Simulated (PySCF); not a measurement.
Computed properties of CdHI, SMILES [CdH][I]

CdHI, SMILES [CdH][I]. Geometry optimised at PBE0-D3(BJ)/def2-TZVP. The def2 effective core potentials stand for the cores of Cd, I; spin–orbit coupling is left out. The values are those of a single conformer. All values are computed for the isolated molecule unless a solvent is named; none is compared with measurement here.

**Structure.** The optimised structure has C∞v symmetry. All 4 harmonic modes at PBE0-D3(BJ)/def2-TZVP (PySCF) are real, so it is a minimum.

**Vibrations.** The strongest infrared lines (harmonic, unscaled, degenerate partners summed) lie at 1851 cm⁻¹ (151 km/mol, H 99 %), 395 cm⁻¹ (105 km/mol, H 97 %), 210 cm⁻¹ (12 km/mol, Cd 52 %, I 47 %). The softest mode is at 210 cm⁻¹ and the zero-point energy is 4.1 kcal/mol.

**Electronic structure.** PBE0/def2-TZVPD (PySCF) places the frontier levels at -7.51 and -1.10 eV, a gap of 6.41 eV, and gives a dipole moment of 1.75 D and a mean polarisability of 69.9 bohr³.

**Excitations.** TDA-PBE0/def2-TZVPD (PySCF) has S1 at 5.14 eV (241 nm, f = 0.049, weak); the most intense of the 10 singlets computed lies at 7.43 eV (f = 0.06). Strengths of degenerate partners are summed. T1 (TDA) is at 4.79 eV, 0.35 eV under S1. No vertical singlet excitation falls in the visible range (under 3.1 eV).
